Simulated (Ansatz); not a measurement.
Input for Ansatz (an electronic-structure program): U-CCSD(T)/def2-SVP on BH2I (SMILES BI), a point of a bond scan (R = 2.720 Å). Elements past Kr take the def2 small-core potentials; no spin–orbit coupling. The run froze 10 orbitals, filled d shells among them.

Ansatz 0.2 input:
```yaml
crystal:
  periodic: [false, false, false]
  atoms:
    - {symbol: B, position_ang: [-1.00687273, -1.52824232, 0.26334221]}
    - {symbol: H, position_ang: [-0.12887018, -3.31496894, 2.11673297]}
    - {symbol: H, position_ang: [-1.98651595, -1.65890826, -0.38610151]}
    - {symbol: I, position_ang: [0.14426438, 0.21896603, -0.03773158]}
basis:
  gaussian:
    orbitals: def2-SVP
correlation: {method: ccsd_t, electrons: outside_noble_gas}
scf: {omitted_lower_state_checks: [cluster_reference]}
magnetization: {spin_polarized: true, initial_magnetization: 0}
```

It printed:

```
WARN ansatz: RAYON_NUM_THREADS=1 ignored (pool sized by the plan → 1); use --threads N
Functional definition: HF
these checks for a lower state are left out or cut short: cluster_reference
integrals: 0.03 GiB planned
582 factors; integrals over basis functions are off by at most 9.5e-4 eV
mean field: 0.14 GiB planned
mean field evaluation 1: about -8767.9245 eV, gradient 1.2e1 eV
mean field evaluation 2: about -8767.9617 eV, gradient 1.2e1 eV
mean field evaluation 4: about -8769.6788 eV, gradient 1.6e0 eV
mean field evaluation 8: about -8769.7215 eV, gradient 1.5e-1 eV
mean field evaluation 16: about -8770.1301 eV, gradient 2.6e0 eV
mean field evaluation 32: about -8771.5439 eV, gradient 2.5e-1 eV
mean field evaluation 64: about -8769.8047 eV, gradient 1.2e0 eV
mean field -8771.54555943 eV, -322.3483537418 hartree, gradient 1.9e-6 eV, S^2 0.912365; 6 other end points of the search recorded, 0 dependent functions left out
10 core orbitals not correlated
reference -8771.54555943 eV, -322.3483537418 hartree; 6, 6 occupied and 34, 34 virtual orbitals, 582 factors
second order -4.37370705 eV of doubles, -0.00000000 eV of singles
coupled cluster: 0.10 GiB planned
cycle   1  -4.79244549 eV  change   -4.2e-1 eV  update   7.4e-2
cycle   2  -4.96746391 eV  change   -1.8e-1 eV  update   2.9e-2
cycle   3  -5.02703384 eV  change   -6.0e-2 eV  update   2.1e-2
cycle   4  -5.03481562 eV  change   -7.8e-3 eV  update   1.3e-2
cycle   5  -5.04387290 eV  change   -9.1e-3 eV  update   1.0e-2
cycle   6  -5.06130118 eV  change   -1.7e-2 eV  update   9.2e-3
cycle   7  -5.10322459 eV  change   -4.2e-2 eV  update   7.7e-3
cycle   8  -5.12835349 eV  change   -2.5e-2 eV  update   4.3e-3
cycle   9  -5.13472694 eV  change   -6.4e-3 eV  update   1.7e-3
cycle  10  -5.13644114 eV  change   -1.7e-3 eV  update   6.2e-4
cycle  11  -5.13683131 eV  change   -3.9e-4 eV  update   2.8e-4
cycle  12  -5.13676002 eV  change    7.1e-5 eV  update   1.2e-4
cycle  13  -5.13669628 eV  change    6.4e-5 eV  update   5.3e-5
cycle  14  -5.13669490 eV  change    1.4e-6 eV  update   2.2e-5
cycle  15  -5.13668463 eV  change    1.0e-5 eV  update   9.8e-6
coupled cluster: 0.10 GiB planned
perturbative correction -0.20954325 eV, -0.0077005724 hartree
Total energy: -8776.89178731 eV, -322.5448239926 hartree
Checks for a lower state left out: cluster_reference
```

Self-consistency was reached. Its determinant has ⟨S²⟩ = 0.91, a mixture of spin states.

Cost: very roughly 2.1 core-seconds.
